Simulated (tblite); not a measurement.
C₈H₉Cl.
Numbering: `[CH3:1][C@@:2]12[CH:3]=[CH:4][C@@H:5]([CH2:6]1)[C:7]([Cl:8])=[CH:9]2` (hydrogens: H10, H11, H12 on C1; H13 on C3; H14 on C4; H15 on C5; H16, H17 on C6; H18 on C9)

Calculated harmonic vibrations of the isolated species, GFN2-xTB (tblite), most abundant isotopes, no scaling. Errors from tens to a few hundred cm⁻¹ against measured bands are possible.

Harmonic wavenumbers (cm⁻¹): 137.7, 182.7, 207.3, 280.9, 311.3, 381.6, 434.8, 496.1, 508.0, 566.0, 623.7, 716.7, 765.4, 801.0, 835.5, 841.6, 871.6, 931.3, 943.6, 966.1, 986.6, 999.1, 1017.1, 1063.6, 1073.2, 1139.9, 1159.6, 1179.5, 1200.6, 1210.7, 1234.9, 1239.5, 1323.9, 1407.3, 1481.4, 1492.0, 1492.9, 1634.1, 1664.9, 2998.8, 3002.1, 3032.1, 3033.4, 3037.7, 3038.2, 3141.7, 3158.8, 3166.2.

A = 2890, B = 1056, C = 930.6 MHz; mass 140.039 u (most abundant isotopes); point group C1, symmetry number 1.

**Question.** What is the zero-point energy?

**Answer.** ½Σν̃ = 31706 cm⁻¹ = 379.29 kJ/mol.

**Question.** Give the ideal-gas entropy at 298.15 K and 1 bar in the rigid-rotor, harmonic-oscillator model (classical rotation).

**Answer.** Translation 170.49, rotation 121.82, vibration 69.43: S = 361.7 J/(mol K).

**Question.** And Cp and H(298.15 K) − H(0)?

**Answer.** Cp = 139.60 J/(mol K), of which vibrations give 106.35 (their classical limit is 48 R = 399.1); H(298.15 K) − H(0) = 22.94 kJ/mol without the zero-point energy, 13.03 from vibrations.

**Question.** Blend soft modes into free rotors: weight 1/[1 + (100 cm⁻¹/ν̃)⁴] for the oscillator and the rest for a rotor with moment μB/(μ + B), μ = h/(8π²ν), B = 10⁻⁴⁴ kg m². What vibrational entropy results?

**Answer.** 69.23 J/(mol K) in place of 69.43, which changes −T·S at 298.15 K by +0.06 kJ/mol.

**Question.** Which modes carry the vibrational entropy at 298.15 K?

**Answer.** 137.7 cm⁻¹: 11.86; 182.7 cm⁻¹: 9.63; 207.3 cm⁻¹: 8.65; 280.9 cm⁻¹: 6.39; 311.3 cm⁻¹: 5.67; 381.6 cm⁻¹: 4.32 J/(mol K); the other 42 give 22.91 together.

**Question.** How do the functions run with temperature in this model?

**Answer.** 
```csv
T (K),S (J/(mol K)),Cp (J/(mol K)),H − H(0) (kJ/mol),G − H(0) (kJ/mol),ln q(vib)
50,234.2,38.1,1.71,-9.99,0.03
100,265.7,55.3,4.04,-22.53,0.31
373.15,396.8,173.6,34.70,-113.36,4.48
500,454.7,222.2,59.94,-167.39,7.04
750,558.1,286.8,124.26,-294.31,12.35
1000,646.5,326.9,201.32,-445.18,17.54
```

q(vib) and H(0) count from the zero-point level.

Hindered rotation and anharmonicity are outside this model. The structure is chiral; the term R ln 2 for an equal mix with its mirror image is left out.

Time: 1.1 s wall. Hardware: an Arm Neoverse N1 with one thread (shared host). This covers the Hessian and the dipole derivatives.
